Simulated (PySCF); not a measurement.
# One molecule, several mistakes: CGeH7OSi

All numbers below are calculated, not measured. The program is PySCF 2.14.0, an open-source quantum chemistry code, run on an isolated molecule that a program drew, which may never have been made. The molecule is CGeH7OSi (charge 0, doublet), drawn as the SMILES string `OC[SiH][GeH3]`.

Each row is a Hartree-Fock (HF) and frozen-core CCSD(T) single point in the cc-pV(D+d)Z basis, meant for a local HF minimum. Run 1 is clean. Each other run has one planted mistake out of seven kinds, and not every kind appears here: one electron removed, one electron added, multiplicity raised by two, geometry at a saddle point, minimal basis STO-3G, one bond length entered in bohr, all coordinates scaled. The reference is restricted for singlets and unrestricted otherwise, and also for a bond in bohr. Adding or removing an electron swaps singlet and doublet. Electrons count all cores. HOMO and LUMO are orbital energies over both spins, the gradient is its largest component, and the lowest frequency (negative if imaginary) is given only where the gradient is small. Bond lengths are over the 10 bonds as drawn. T1 is the CCSD diagnostic: over 0.02 (restricted) or 0.045 (unrestricted) a single reference is doubtful. Germanium has the cc-pVDZ-PP basis, with a core potential (ECP10MDF) in place of its 10 inner electrons, and its 3s, 3p and 3d shells are frozen in CCSD(T).

Geometry of the clean run:
```xyz
11
CGeH7OSi, angstrom
O    -0.7994    0.3186    2.6938
C    -0.5755   -1.0635    2.4922
Si    0.1545   -1.4253    0.7614
Ge   -1.1612   -0.3839   -0.9596
H     0.0310    0.7707    2.7176
H    -1.5494   -1.5463    2.5817
H     0.0557   -1.4862    3.2824
H     1.5654   -0.9494    0.7145
H    -0.7389   -0.8995   -2.3410
H    -2.6411   -0.7239   -0.7478
H    -1.0037    1.1416   -0.9493
```

| run | electrons | basis functions | <S^2> | HOMO (eV) | LUMO (eV) | gradient (hartree/bohr) | lowest frequency (cm^-1) | mean bond (Å) | longest bond (Å) | T1 | HF (hartree) | CCSD(T) (hartree) | mistake |
|---|---|---|---|---|---|---|---|---|---|---|---|---|---|
| 1 | 67 | 109 | 0.757 | -8.73 | 1.17 | 8.5e-06 | 49 | 1.4954 | 2.404 | 0.0140 | -699.06906 | -699.65455 | no fault |
| 2 | 66 | 109 | 0.000 | -16.03 | -6.61 | 6.1e-02 | - | 1.4954 | 2.404 | 0.0245 | -698.78639 | -699.37066 | one electron removed |
| 3 | 68 | 109 | 0.000 | -0.85 | 8.56 | 6.1e-02 | - | 1.4954 | 2.404 | 0.0121 | -699.06051 | -699.67684 | ? |
| 4 | 67 | 109 | 0.757 | -8.50 | 1.50 | 9.7e-02 | - | 1.3863 | 2.228 | 0.0135 | -699.00656 | -699.58109 | ? |

**Which mistake was planted in run 3, and what did it cost?**

It counts 68 electrons, one more than the clean run, at the same geometry and basis. So the mistake is: one electron added. Subtracting run 1 and multiplying by 627.51 kcal/mol a hartree, the energy moved by 5.4 kcal/mol in HF and -14.0 kcal/mol in CCSD(T).

**Which mistake was planted in run 4, and what did it cost?**

The mean and the longest bond both change by the same factor, 0.927, and the gradient is no longer small. So the mistake is: all coordinates scaled. Subtracting run 1 and multiplying by 627.51 kcal/mol a hartree, the energy moved by 39.2 kcal/mol in HF and 46.1 kcal/mol in CCSD(T).

Cautions from the logs. Run 2: T1 is over the limit, so its CCSD(T) energy is less reliable.
